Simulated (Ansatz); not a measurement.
A nudged elastic band was laid between two geometries of AlH6NO2 (10 atoms, charge 0, multiplicity 1).

Theory: RKS B3LYP/6-31G* in Ansatz.

* movable images: 7
* climbing image: yes
* spring: 5.0 eV/Å²
* optimiser: quadratic models (default)
* start path: through a guess of the saddle point
* force threshold: 0.05 eV/Å
* iteration limit: 60
* end points: relaxed

Initial state:

```xyz
10
Properties=species:S:1:pos:R:3
Al -0.060 0.117 0.328
N 0.036 -0.003 2.170
H -0.713 -0.476 2.668
H 0.912 -0.251 2.620
H 1.245 -0.148 -0.542
O -1.653 -0.131 -0.325
H -1.794 -0.759 -1.042
O -0.306 2.093 0.612
H -1.222 2.295 0.349
H -0.312 1.894 1.590
```

Final state:

```xyz
10
Properties=species:S:1:pos:R:3
Al -0.268 0.516 0.158
N -0.022 0.182 2.160
H -0.776 -0.424 2.482
H 0.869 -0.234 2.427
H 1.084 0.024 -0.552
O -1.676 -0.479 -0.107
H -1.667 -1.058 -0.879
O -0.506 2.223 0.428
H -0.790 2.788 -0.301
H -0.114 1.092 2.612
```

Task: Which bonds break or form, and what moves?

Result: Bonds broken: O8–H10. Bonds formed: N2–H10.

Task: Give the energies along the band, and the barrier.

Result: It converged. The highest image is number 2 of 0 to 8, 0.071 eV above the first end and 0.990 eV above the last; the last end lies 0.919 eV below the first. A vibrational analysis at the climbing image gives one clearly imaginary mode, 764i cm⁻¹: a first-order saddle point. The orbitals stay closed-shell, which can raise the energy where a bond breaks towards radicals; this wasn't checked here.

```json
{"image": "0", "path coordinate (Å)": "0.00", "energy (eV)": "0.000", "O8–H10 (Å)": "1.00", "N2–H10 (Å)": "2.01"}
{"image": "1", "path coordinate (Å)": "0.32", "energy (eV)": "0.014", "O8–H10 (Å)": "1.02", "N2–H10 (Å)": "1.79"}
{"image": "2", "path coordinate (Å)": "0.64", "energy (eV)": "0.071", "O8–H10 (Å)": "1.14", "N2–H10 (Å)": "1.46"}
{"image": "3", "path coordinate (Å)": "0.97", "energy (eV)": "-0.292", "O8–H10 (Å)": "1.48", "N2–H10 (Å)": "1.15"}
{"image": "4", "path coordinate (Å)": "1.30", "energy (eV)": "-0.700", "O8–H10 (Å)": "1.86", "N2–H10 (Å)": "1.04"}
{"image": "5", "path coordinate (Å)": "1.63", "energy (eV)": "-0.827", "O8–H10 (Å)": "2.16", "N2–H10 (Å)": "1.03"}
{"image": "6", "path coordinate (Å)": "1.96", "energy (eV)": "-0.885", "O8–H10 (Å)": "2.37", "N2–H10 (Å)": "1.02"}
{"image": "7", "path coordinate (Å)": "2.29", "energy (eV)": "-0.910", "O8–H10 (Å)": "2.46", "N2–H10 (Å)": "1.02"}
{"image": "8", "path coordinate (Å)": "2.62", "energy (eV)": "-0.919", "O8–H10 (Å)": "2.49", "N2–H10 (Å)": "1.02"}
```

Task: What is the geometry of the highest image?

Result: 
```xyz
10
Properties=species:S:1:pos:R:3:forces:R:3
Al -0.109 0.163 0.222 -0.02 0.00 -0.01
N -0.014 0.141 2.136 0.00 0.01 0.00
H -0.761 -0.312 2.655 0.00 0.00 0.00
H 0.865 -0.044 2.611 0.01 -0.01 0.01
H 1.206 -0.180 -0.596 0.00 0.00 0.00
O -1.685 -0.291 -0.338 0.04 -0.01 -0.01
H -1.760 -0.842 -1.125 -0.02 0.01 0.00
O -0.253 2.040 0.677 0.00 -0.02 0.01
H -1.121 2.439 0.499 0.00 0.00 0.00
H -0.235 1.516 1.687 0.01 0.02 -0.01
```

Task: What are the harmonic wavenumbers there?

Result: 764i, 128, 198, 231, 359, 458, 531, 570, 581, 667, 685, 725, 740, 763, 852, 875, 1559, 1615, 1914, 1940, 3522, 3611, 3766, 3850 cm⁻¹.

Time of the run: 5.8 min on 1 thread of Arm Neoverse V1, with other jobs on the host, peak memory 0.14 GiB.
